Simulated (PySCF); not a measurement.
# Two-component Hartree-Fock for Ga⁴⁺ (gallium, charge +4)

Start: [Ar] 3d9; 3d3/2 filled at m_j = -1/2, +1/2, +3/2; 3d5/2 filled at m_j = -5/2, -3/2, -1/2, +1/2, +3/2, +5/2. Calculated with PySCF 2.14 in x2c-TZVPall-2c (6s7p4d1f, 54 functions): generalised Hartree-Fock with the X2C-1e Hamiltonian and a Gaussian nucleus; one run each with spin-orbit coupling (SO) screened by Boettger's factors, then bare. This is a chosen level, not necessarily the ground level.

```json
{"spinor shell": "1s1/2", "electrons": "2", "ε, screened SO (eV)": "-10502.0", "ε, bare SO (eV)": "-10502.0", "weight of nominal j (bare SO)": "1.000", "rms radius, bare SO (bohr)": "0.0560"}
{"spinor shell": "2s1/2", "electrons": "2", "ε, screened SO (eV)": "-1402.0", "ε, bare SO (eV)": "-1402.0", "weight of nominal j (bare SO)": "1.000", "rms radius, bare SO (bohr)": "0.235"}
{"spinor shell": "2p1/2", "electrons": "2", "ε, screened SO (eV)": "-1242.3", "ε, bare SO (eV)": "-1243.7", "weight of nominal j (bare SO)": "1.000", "rms radius, bare SO (bohr)": "0.208"}
{"spinor shell": "2p3/2", "electrons": "4", "ε, screened SO (eV)": "-1215.0", "ε, bare SO (eV)": "-1214.4", "weight of nominal j (bare SO)": "1.000", "rms radius, bare SO (bohr)": "0.212"}
{"spinor shell": "3s1/2", "electrons": "2", "ε, screened SO (eV)": "-236.96", "ε, bare SO (eV)": "-236.96", "weight of nominal j (bare SO)": "1.000", "rms radius, bare SO (bohr)": "0.693"}
{"spinor shell": "3p1/2", "electrons": "2", "ε, screened SO (eV)": "-181.73", "ε, bare SO (eV)": "-181.88", "weight of nominal j (bare SO)": "0.881", "rms radius, bare SO (bohr)": "0.719"}
{"spinor shell": "3p3/2", "electrons": "4", "ε, screened SO (eV)": "-180.22", "ε, bare SO (eV)": "-180.17", "weight of nominal j (bare SO)": "0.940", "rms radius, bare SO (bohr)": "0.728"}
{"spinor shell": "3d3/2", "electrons": "3", "ε, screened SO (eV)": "-89.544", "ε, bare SO (eV)": "-90.347", "weight of nominal j (bare SO)": "0.686", "rms radius, bare SO (bohr)": "0.820"}
{"spinor shell": "3d5/2", "electrons": "6", "ε, screened SO (eV)": "-89.805", "ε, bare SO (eV)": "-89.392", "weight of nominal j (bare SO)": "0.843", "rms radius, bare SO (bohr)": "0.825"}
```

```
   quantity  screened SO      bare SO
E (hartree)  -1937.96699  -1937.97123
        M_J          3/2          3/2
       ⟨J²⟩        3.759        3.755
       ⟨L²⟩        6.002        6.003
       ⟨S²⟩        0.752        0.752
```

Each row is a mean over spinors that exchange with the open shell spreads, by up to 7.672 eV (3p1/2).

Rows whose weight is well below 1 are mixtures of j = l ± 1/2: exchange outweighs spin-orbit coupling there, and the label is only the starting occupation.
